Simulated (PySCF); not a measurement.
# One molecule, several mistakes: C2GeH9N

These are calculations, not measurements. They come from PySCF 2.14.0, an open-source quantum chemistry program, on an isolated molecule that a program drew, which may never have been made. The molecule is C2GeH9N (charge 0, singlet), drawn as the SMILES string `C[NH][GeH2][CH3]`.

Each row is a Hartree-Fock (HF) and frozen-core CCSD(T) single point in the cc-pVDZ basis, meant for a local HF minimum. Run 1 is clean. Each other run has one planted mistake out of seven kinds, and not every kind appears here: one electron removed, one electron added, multiplicity raised by two, geometry at a saddle point, minimal basis STO-3G, one bond length entered in bohr, all coordinates scaled. The reference is restricted for singlets and unrestricted otherwise, and also for a bond in bohr. Adding or removing an electron swaps singlet and doublet. Electrons count all cores. HOMO and LUMO are orbital energies over both spins, the gradient is its largest component, and the lowest frequency (negative if imaginary) is given only where the gradient is small. Bond lengths are over the 12 bonds as drawn. T1 is the CCSD diagnostic: over 0.02 (restricted) or 0.045 (unrestricted) a single reference is doubtful. Germanium has the cc-pVDZ-PP basis, with a core potential (ECP10MDF) in place of its 10 inner electrons, and its 3s, 3p and 3d shells are frozen in CCSD(T).

Geometry of the clean run:
```xyz
13
C2GeH9N, angstrom
C    -1.1766    0.6586   -0.1932
N     0.0248    0.3467   -0.9448
Ge    1.3755   -0.6578   -0.1960
C     2.1461    0.1156    1.4359
H    -1.0352    1.4000    0.6052
H    -1.5688   -0.2504    0.2694
H    -1.9550    1.0365   -0.8612
H     0.3548    1.1424   -1.4610
H     2.4586   -0.7847   -1.2750
H     0.7797   -2.0347    0.1274
H     1.3817    0.2318    2.2075
H     2.5824    1.0955    1.2290
H     2.9311   -0.5369    1.8262
```

```
run,electrons,basis functions,<S^2>,HOMO (eV),LUMO (eV),gradient (hartree/bohr),lowest frequency (cm^-1),mean bond (Å),longest bond (Å),T1,HF (hartree),CCSD(T) (hartree),mistake
1,60,110,0.000,-9.64,4.47,3.2e-05,75,1.3243,1.964,0.0093,-428.80317,-429.44518,no fault
2,60,110,2.013,-2.20,0.95,6.8e-02,-,1.3243,1.964,0.0240,-428.59788,-429.22796,multiplicity raised by two
3,60,110,0.000,-9.64,4.54,1.4e-02,-,1.3005,1.928,0.0090,-428.79912,-429.43674,?
4,60,110,0.834,-8.55,1.89,7.0e-03,-,1.4381,2.899,0.0386,-428.69747,-429.32865,?
```

**Which mistake was planted in run 3, and what did it cost?**

The mean and the longest bond both change by the same factor, 0.982, and the gradient is no longer small. So the mistake is: all coordinates scaled. Subtracting run 1 and multiplying by 627.51 kcal/mol a hartree, the energy moved by 2.5 kcal/mol in HF and 5.3 kcal/mol in CCSD(T).

**Which mistake was planted in run 4, and what did it cost?**

The mean bond changes by a factor of 1.086 and the longest by 1.476, so the molecule wasn't scaled as a whole. A length L in bohr read as angstrom grows by (1/0.5292 - 1) L = 0.890 L. The 12 bonds together grew by 12 x 0.1138 = 1.366 Å, which gives L = 1.535 Å. That is the length of one of the Ge-H bonds, 1.534 Å in the clean geometry. So the mistake is: one bond length entered in bohr. Subtracting run 1 and multiplying by 627.51 kcal/mol a hartree, the energy moved by 66.3 kcal/mol in HF and 73.1 kcal/mol in CCSD(T).

